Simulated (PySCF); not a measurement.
## CrO3: from structure and modes to constants

Computed with B3LYP in PySCF with Cr def2-SVP, O def2-SVP; no relativity; density-fitted integrals.

The singlet minimum has C3v symmetry. Masses (u): Cr 51.94051, O 15.99492.

```xyz
4
charge 0 multiplicity 1, angstrom
Cr    0.0000    0.0000   -0.1829
O     1.5171    0.0000    0.1991
O    -0.7585    1.3138    0.1991
O    -0.7585   -1.3138    0.1991
```

Harmonic wavenumbers (cm⁻¹): 234.8 (a1, ×1), 393.2 (e, ×2), 1046.7 (a1, ×1), 1119.2 (e, ×2).

(1) Find the vibrational entropy and heat capacity at 298.15 K.

(2) Give the standard entropy (298.15 K, 1 bar) by its translational, rotational, vibrational and spin parts, and Cp.

Results:

(1) With u = 1.43878 ω/T, each mode gives S = R[u/(eᵘ−1) − ln(1−e⁻ᵘ)] and C = R u² eᵘ/(eᵘ−1)².
```csv
ω (cm⁻¹),u,S (J/(mol K)),C (J/(mol K))
234.8,1.133,7.71,7.48
393.2 (×2),1.898,4.13,6.21
1046.7,5.051,0.32,1.38
1119.2 (×2),5.401,0.24,1.10
```
The sums over all modes are S = 16.8 and C = 23.5 J/(mol K); the softest mode gives 46 % of the entropy (each member, where degenerate).

(2) Sackur–Tetrode with M = 99.93 u gives 166.3; rotation with symmetry number 3 gives 92.8; vibration 16.8; spin R ln 1 = 0.0. The total is 275.9 J/(mol K), and Cp = 4 R + 23.5 = 56.7 J/(mol K).

This need not be the most stable arrangement of these atoms.
